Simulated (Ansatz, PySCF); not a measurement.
GeH3, SMILES [GeH3] (connectivity only; charge and spin as stated), charge +1, multiplicity 1. Atoms are numbered in the order given.

```xyz
4

Ge     0.0000     0.0000     0.0000
H      1.5190     0.0000     0.0000
H     -0.7595    -1.3155     0.0000
H     -0.7595     1.3155     0.0000
```
Charge +1, spin multiplicity 1.

Geometry: r2SCAN-D4/def2-TZVPD. The spin state was assumed, not searched. The isomer is the one that the SMILES or the coordinates give; other isomers of the formula were not compared.

Two levels are set side by side: PBE-D3(BJ)/def2-TZVPD (Ansatz, a first-principles code) and r2SCAN-D4/def2-TZVPD (Ansatz). Each level has its own optimised geometry; the coordinates shown are those of the second. Frequencies come from the Hessian of PySCF at each geometry. Differences are taken from unrounded values.

| quantity | r2SCAN-D4 |
|---|---|
| mean bond length (Å) | 1.519 |
| bond Ge1–H2 (Å) | 1.519 |
| bond Ge1–H3 (Å) | 1.519 |
| bond Ge1–H4 (Å) | 1.519 |
| highest harmonic wavenumber (cm⁻¹) | 2264 |
| mean harmonic wavenumber (cm⁻¹) | 1539 |
| zero-point energy (kcal/mol) | 13.20 |

What does PBE-D3(BJ) give, and how far is it from r2SCAN-D4? (The exact figures need the calculation; the answer reports its results.)


| quantity | PBE-D3(BJ) | PBE-D3(BJ) minus r2SCAN-D4 |
|---|---|---|
| mean bond length (Å) | 1.535 | 0.016 |
| bond Ge1–H2 (Å) | 1.535 | 0.016 |
| bond Ge1–H3 (Å) | 1.535 | 0.016 |
| bond Ge1–H4 (Å) | 1.535 | 0.016 |
| highest harmonic wavenumber (cm⁻¹) | 2188 | -76 |
| mean harmonic wavenumber (cm⁻¹) | 1484 | -55 |
| zero-point energy (kcal/mol) | 12.73 | -0.47 |
